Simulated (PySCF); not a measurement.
# A small calculation by hand: dipole moment from atomic charges

BrGeH5N2, SMILES [NH2][GeH]([NH2])[Br]. Atoms are numbered in the order given.

```xyz
9

Ge     0.2140    -0.4996     0.6424
N     -1.0835    -1.7488     0.8992
N      1.5508    -1.3738    -0.2475
Br    -0.3316     1.2611    -0.8055
H      0.4952     0.1629     2.0030
H     -1.3732    -2.2286     0.0462
H     -1.9101    -1.4291     1.4040
H      2.2140    -0.7498    -0.7071
H      2.0627    -2.0469     0.3249
```
Charge 0, spin multiplicity 1.

Geometry optimised at TPSSh-D3(BJ)/def2-SVP. The structure was generated by enumeration, and PubChem lists no compound with its InChIKey, so it may never have been made. One conformer was computed; it need not be the lowest.

Charges (e) from PBE/def2-TZVP in PySCF:

```
atom  Mulliken     IAO
----  --------  ------
Ge1      0.524   0.904
N2      -0.555  -0.781
N3      -0.568  -0.793
Br4     -0.340  -0.303
H5       0.001  -0.103
H6       0.239   0.271
H7       0.232   0.268
H8       0.237   0.271
H9       0.231   0.267
```

The dipole moment of the full density is 1.89 D.

What dipole moment does each set of point charges give, and which comes closer to that of the density?


μ = Σ q r, and 1 e Å = 4.8032 D.
Mulliken: Σ q r = (0.176, -0.454, 0.498) e Å, |μ| = 3.35 D.
IAO: Σ q r = (0.126, -0.132, 0.396) e Å, |μ| = 2.10 D.
IAO comes closer in size. Point charges leave out the atoms' own dipoles (lone pairs, polarised bonds); fits to the potential absorb them, partitions of the density don't.
